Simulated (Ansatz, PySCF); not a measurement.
Pair of molecules: HF (SMILES F) (first 2 atoms) with CH2O2 (SMILES O=CO); geometry from B3LYP-D3(BJ)/def2-TZVP.
(charge 0, multiplicity 1):
```xyz
7

F      0.3902     0.0014     0.4621
H     -0.1553    -0.4725     1.0950
O     -0.6899    -0.7837     2.6171
C     -0.1086    -0.0341     3.3746
O      0.7919     0.8672     3.0266
H     -0.2794    -0.0318     4.4554
H      0.9196     0.8374     2.0518
```

Basis-set superposition error: the interaction energy with monomers in their own basis, and in the dimer's basis (counterpoise).

Codes used: Ansatz (an electronic-structure program) with Gaussian orbitals; PySCF for 6-31G* rows, M06-2X. Values without a source in brackets are computed.

```csv
level,uncorrected (kJ/mol),counterpoise (kJ/mol),difference
revPBE/def2-TZVPPD,-39.3,-38.9,0.4
B3LYP/6-31G*,-76.2,-50.5,25.7
B3LYP/def2-TZVPPD,-50.4,-50.0,0.3
PBE0/def2-TZVPPD,-55.3,-55.0,0.3
BHLYP/def2-TZVPPD,-55.2,-54.9,0.3
M06-2X/def2-TZVPPD,-57.7,-57.2,0.4
CAM-B3LYP/def2-TZVPPD,-57.5,-57.1,0.4
wB97M-V/def2-TZVPPD,-54.8,-54.4,0.3
B2PLYP/def2-TZVPPD,-51.4,-49.9,1.6
MP2/aug-cc-pVTZ,-52.5,-48.2,4.2
```

The error is largest for B3LYP/6-31G* (25.7 kJ/mol) and smallest for BHLYP/def2-TZVPPD (0.3 kJ/mol).
